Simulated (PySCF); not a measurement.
In(H)(F)(Me) (CH₄FIn), SMILES [CH3][InH][F].

Geometry: PBE-D3(BJ)/def2-SVP. The def2 effective core potentials stand for the cores of In; spin–orbit coupling is left out.

Method: C-PCM-PBE0/def2-SVP run with PySCF.

The values are the electrostatic part of the solvation free energy, E(continuum) − E(gas) at the gas-phase geometry, in a cavity of scaled van der Waals radii (PySCF's table); cavitation and dispersion terms are not included. A continuum can't describe solvent molecules that bind to the metal. In vacuum the orbital gap is 6.68 eV. The dipole moment in vacuum is 3.46 D.

```json
[
 {"solvent": "water", "ε": "78.36", "ΔG(elec) (kcal/mol)": "-8.7", "dipole (D)": "4.18", "gap (eV)": "7.00"},
 {"solvent": "n-hexane", "ε": "1.88", "ΔG(elec) (kcal/mol)": "-3.8", "dipole (D)": "3.77", "gap (eV)": "6.84"},
 {"solvent": "1-octanol", "ε": "9.86", "ΔG(elec) (kcal/mol)": "…", "dipole (D)": "…", "gap (eV)": "…"}
]
```

### Question
Fill in the missing entries. (An estimate is asked for; the answer gives what the named calculation found.)

### Answer

- 1-octanol, ΔG(elec) (kcal/mol): -7.8
- 1-octanol, dipole (D): 4.11
- 1-octanol, gap (eV): 6.97
